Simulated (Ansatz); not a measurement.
Relaxation of CH₈N₂SSn (13 atoms, charge 0, multiplicity 1), to a largest force component of 0.015 eV/Å in at most 40 steps.

Level of theory: RKS BLYP-D4/def2-SVP (Ansatz).

```xyz
13
Properties=species:S:1:pos:R:3:forces:R:3
N -1.045 1.239 1.332 -2.01 2.27 -1.03
Sn -0.074 -0.439 0.828 1.19 -0.72 -0.20
N -0.431 -0.822 -1.133 0.12 -0.57 -1.19
C -0.802 -2.113 1.932 0.72 1.32 3.17
S -2.557 -2.357 1.705 -1.64 1.28 0.60
H -2.058 1.194 0.932 1.73 0.12 0.75
H -0.615 2.064 0.794 -0.58 -1.12 0.82
H 1.616 -0.234 1.056 0.29 0.16 0.02
H -1.451 -0.905 -1.295 0.29 -0.19 -0.06
H 0.015 -1.737 -1.384 -0.51 0.58 -0.04
H -0.595 -1.859 3.076 -0.17 -0.73 -1.77
H -0.226 -2.994 1.683 0.24 -0.80 -0.23
H -2.925 -1.092 2.345 0.32 -1.60 -0.84
```

Q: Where does it end, and by what steps?

A: It converged. The force dipped under the threshold on the way, but the program's further checks kept it going. After 23 steps the energy has fallen by 0.696 eV; H7 moved furthest, 1.29 Å.

```json
{"step": "0", "energy less start (eV)": "0.0000", "largest force component (eV/Å)": "3.171", "accepted": "yes"}
{"step": "1", "energy less start (eV)": "-0.5327", "largest force component (eV/Å)": "0.935", "accepted": "yes"}
{"step": "2", "energy less start (eV)": "-0.6009", "largest force component (eV/Å)": "0.489", "accepted": "yes"}
{"step": "3", "energy less start (eV)": "-0.5964", "largest force component (eV/Å)": "0.403", "accepted": "no"}
{"step": "4", "energy less start (eV)": "-0.6254", "largest force component (eV/Å)": "0.184", "accepted": "yes"}
{"step": "5", "energy less start (eV)": "-0.6361", "largest force component (eV/Å)": "0.055", "accepted": "yes"}
{"step": "6", "energy less start (eV)": "-0.6487", "largest force component (eV/Å)": "0.157", "accepted": "yes"}
{"step": "7", "energy less start (eV)": "-0.6489", "largest force component (eV/Å)": "0.451", "accepted": "yes"}
{"step": "8", "energy less start (eV)": "-0.6632", "largest force component (eV/Å)": "0.150", "accepted": "yes"}
{"step": "9", "energy less start (eV)": "-0.6661", "largest force component (eV/Å)": "0.087", "accepted": "yes"}
{"step": "10", "energy less start (eV)": "-0.6683", "largest force component (eV/Å)": "0.049", "accepted": "yes"}
{"step": "11", "energy less start (eV)": "-0.6697", "largest force component (eV/Å)": "0.156", "accepted": "yes"}
{"step": "12", "energy less start (eV)": "-0.6716", "largest force component (eV/Å)": "0.148", "accepted": "yes"}
{"step": "13", "energy less start (eV)": "-0.6745", "largest force component (eV/Å)": "0.304", "accepted": "yes"}
{"step": "14", "energy less start (eV)": "-0.6772", "largest force component (eV/Å)": "0.343", "accepted": "yes"}
{"step": "15", "energy less start (eV)": "-0.6823", "largest force component (eV/Å)": "0.132", "accepted": "yes"}
{"step": "16", "energy less start (eV)": "-0.6875", "largest force component (eV/Å)": "0.180", "accepted": "yes"}
{"step": "17", "energy less start (eV)": "-0.6889", "largest force component (eV/Å)": "0.338", "accepted": "yes"}
{"step": "18", "energy less start (eV)": "-0.6940", "largest force component (eV/Å)": "0.086", "accepted": "yes"}
{"step": "19", "energy less start (eV)": "-0.6949", "largest force component (eV/Å)": "0.042", "accepted": "yes"}
{"step": "20", "energy less start (eV)": "-0.6955", "largest force component (eV/Å)": "0.011", "accepted": "yes"}
{"step": "21", "energy less start (eV)": "-0.6958", "largest force component (eV/Å)": "0.054", "accepted": "yes"}
{"step": "22", "energy less start (eV)": "-0.6959", "largest force component (eV/Å)": "0.027", "accepted": "yes"}
{"step": "23", "energy less start (eV)": "-0.6959", "largest force component (eV/Å)": "0.004", "accepted": "yes"}
```

```xyz
13
Properties=species:S:1:pos:R:3
N -1.363 1.003 1.261
Sn -0.025 -0.526 0.740
N -0.608 -0.883 -1.224
C -0.764 -2.075 2.124
S -2.601 -2.130 1.908
H -1.575 1.567 0.425
H -0.982 1.653 1.962
H 1.668 -0.086 0.757
H -1.435 -1.501 -1.215
H 0.121 -1.387 -1.750
H -0.475 -1.862 3.172
H -0.362 -3.066 1.840
H -2.747 -0.762 1.872
```

Whether the end is a true minimum wasn't checked by a vibrational analysis.

The run took 85 s on 2 threads of AMD EPYC 7R43 64-Core Processor (Zen 3) (shared host), peak memory 0.2 GiB.
